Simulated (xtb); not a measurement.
xtb input (GFN1-xTB):

```bash
xtb mol.xyz --gfn 1 --opt tight --chrg 0 --uhf 0
```
mol.xyz:
```
12

Si     0.35199636     0.43958654     1.55097957
Si     1.50587353     0.44169605    -0.50982830
Si    -0.57515096     0.02539865    -1.54636078
Si    -1.28271894    -0.90668124     0.50520951
H      1.03504449    -0.05441373     2.77127315
H     -0.20412048     1.79099482     1.81838340
H      2.36708405    -0.76499072    -0.60625747
H      2.29459835     1.63383340    -0.90533954
H     -0.62657317    -0.79671422    -2.77972757
H     -1.28352107     1.30879027    -1.78759265
H     -0.87944249    -2.33479437     0.57546672
H     -2.70306967    -0.78270545     0.91379396
```

End of the output:

```
   1 H   14 Si          8     1.4696526     1.4716381     1.4676672
  14 Si  14 Si          4     2.3646266     2.3646266     2.3646266

optimized geometry written to: xtbopt.xyz

           -------------------------------------------------
          | TOTAL ENERGY              -11.651225692395 Eh   |
          | GRADIENT NORM               0.000043090126 Eh/α |
          | HOMO-LUMO GAP               2.210515995045 eV   |
           -------------------------------------------------

------------------------------------------------------------------------
------------------------------------------------------------------------
 total:
 SCF:
 ANC optimizer:
```
